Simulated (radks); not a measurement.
Values are calculated unless marked as measured or tabulated.
Mean orbital radii <r> (bohr) of neutral gold, [Xe] 4f14 5d10 6s1, at several levels of relativity; Dirac values are averaged over j with weights 2j + 1. Spin-unpolarised spherical Kohn-Sham, PBE, point nucleus unless stated (finite: rms radius 5.4371 fm), a radial shooting solver on a logarithmic mesh with Libxc functionals. A level marked "c x" has the speed of light scaled by that factor.

shell,non-rel.,Dirac,"Dirac, finite nucleus","Dirac, c x 0.75","change of magnitude, last against first (%)"
2p,0.06821,0.06368,0.06368,0.05973,-12.43
3s,0.2037,0.1833,0.1833,0.1641,-19.46
3p,0.1941,0.1840,0.1840,0.1753,-9.66
3d,0.1695,0.1677,0.1677,0.1667,-1.69
4s,0.4487,0.4069,0.4070,0.3682,-17.94
4p,0.4528,0.4321,0.4321,0.4144,-8.47
4d,0.4609,0.4586,0.4586,0.4581,-0.60
4f,0.4867,0.4993,0.4992,0.5123,+5.25
5s,1.028,0.9279,0.9282,0.8360,-18.65
5p,1.120,1.071,1.071,1.029,-8.06
5d,1.577,1.622,1.622,1.670,+5.84
6s,3.374,2.867,2.868,2.426,-28.12
